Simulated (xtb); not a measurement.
H5O6Si2 (SMILES O[Si](O)O[Si](O)(O)O), doublet, geometry from GFN2-xTB. Base run: xtb with GFN2-xTB.

The xtb input:
```
$ xtb mol.xyz --gfn 2 --uhf 1 --json

# file mol.xyz
13

O      2.61728890    -0.43864607    -0.75338711
Si     1.54075433     0.74931123    -0.42222508
O      1.64399013     0.99967682     1.19418823
O      0.03058598     0.32008352    -0.81310671
Si    -1.21669970    -0.29577899     0.05183208
O     -1.24421804     0.40035486     1.51029094
O     -1.04061958    -1.90097724     0.18083183
O     -2.58806207    -0.02095453    -0.76140456
H      2.47207528    -1.00548236    -1.50638325
H      2.44267513     0.71598213     1.63621696
H     -0.39500160     0.64026863     1.88164247
H     -1.52834686    -2.45596103    -0.42028312
H     -2.87988961     0.87944209    -0.86499168
```

Variants of this job, named by their change:

```tsv
change	ΔE vs base (mEh)	dipole (D)	G_solv (kcal/mol)	SCF cycles
base	0.000	1.76	-	12
alpb = benzene	-8.864	1.87	-5.65	12
acc = 0.0001	0.000	1.76	-	20
gbsa = acetonitrile	-18.812	1.99	-13.42	13
```

ALPB and GBSA are two models with their own fitted parameters for each solvent, which aren't always the measured dielectric constant.
